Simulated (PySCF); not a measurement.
Here is a job for PySCF.
```python
from pyscf import gto, scf

mol = gto.M(
    atom='''
Si    0.30931438    1.92924778    0.02391801
Si    1.93134552    0.51275037    0.50839333
Si    0.88078096   -1.69292882    0.22735781
Si   -1.29643689   -1.33392308   -0.24471206
Si   -1.72161222    0.92272893   -0.35757469
H    -0.01672628    3.08359653    1.02462969
H     2.67841479    0.69018958    1.75092972
H     2.91062301    0.55398680   -0.54126898
H     1.63943280   -2.65137976   -0.79992036
H     0.93389321   -2.43201681    1.33599286
H    -1.59180685   -1.79442377   -1.67332228
H    -2.18976811   -2.08361428    0.43844856
H    -2.32272167    1.23282267   -1.68340606
H    -2.94348048    1.21202964    0.59397684
''',
    basis='sto-3g',
    spin=1,
    verbose=4,
)

mf = scf.UHF(mol)
mf.kernel()
g = mf.nuc_grad_method()
grad = g.kernel()
```

Task: What does this run give for the total energy, Mulliken (on the basis functions themselves) charges in atom order, number of basis functions, dipole moment, nuclear repulsion energy, HOMO energy?

Result: 
```yaml
total_energy: -1433.2425 Eh
Mulliken (on the basis functions themselves) charges in atom order: Si1 0.19, Si2 0.33, Si3 0.32, Si4 0.30, Si5 0.31, H6 -0.16, H7 -0.15, H8 -0.16, H9 -0.15, H10 -0.17, H11 -0.17, H12 -0.16, H13 -0.16, H14 -0.16
number_of_basis_functions: 54
dipole_moment: 1.52 D
nuclear_repulsion_energy: 484.5209 Eh
HOMO energy: -5.81 eV
```

These values belong to the state on which the SCF converged, which isn't shown to be the lowest.
